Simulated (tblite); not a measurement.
A tight-binding relaxation on `C(S)[C@H](C#C)[CH]C` [radical].

Computed with GFN2-xTB geometry optimisation, gas phase (tblite 0.8.0). Start geometry: from a force field or distance geometry. The input is one job of a driver script: a line of settings, then coordinates in Å.

Command:
```bash
OMP_NUM_THREADS=1 python probes_run.py task.json out
```

Input:
```
{"job": {"kind": "relax", "xc": "GFN2-xTB", "basis": "xTB"}, "charge": 0, "multiplicity": 2}
C      0.746000     3.030600     0.282400
C      0.502200     1.858300     0.117900
C      0.237900     0.406600    -0.080100
C     -1.174700     0.189500     0.191500
C     -1.805700    -1.124900     0.104800
C      1.264200    -0.329300     0.667600
S      1.136400    -2.132100     0.558900
H      0.935300     4.068300     0.434900
H      0.422100     0.219400    -1.171600
H     -1.794700     1.030600     0.513500
H     -1.866400    -1.458500    -0.980300
H     -1.410500    -1.969600     0.662300
H     -2.892300    -1.015200     0.410100
H      1.414500     0.000500     1.713600
H      2.253600    -0.078100     0.182000
H      2.024800    -2.687000    -0.351400
```

Output:
```
step      E/eV     max force
  0    -557.80398    3.288
  1    -558.11525    1.889
  2    -558.07466    4.916
  3    -558.21946    0.703
  4    -558.25458    0.637
  5    -558.31549    1.062
  6    -558.33504    0.542
  7    -558.34740    0.331
  8    -558.35664    0.380
  9    -558.36510    0.388
... (81 lines left out)
 91    -558.55860    0.020
 92    -558.55867    0.019
 93    -558.55874    0.021
 94    -558.55882    0.023
 95    -558.55890    0.017
 96    -558.55895    0.015
 97    -558.55897    0.013
 98    -558.55898    0.012
 99    -558.55900    0.013
100    -558.55901    0.009
```

«max force» is the largest atomic force in eV/Å.

Task: From which step on does the largest force stay under 0.1 eV/Å, and how much energy is left to gain from there?

Result: From step 73 (0.084 eV/Å), 2.5 meV above the end.

Main results: energy lowered by 17.4 kcal/mol over 100 steps; largest atomic force 0.009 eV/Å at the end.

Time: 0.91 s wall. Hardware: an Arm Neoverse N1 with one thread, no GPU, on a shared host.
Labels such as C1 count atoms from 1, the log's own numbers from 0.
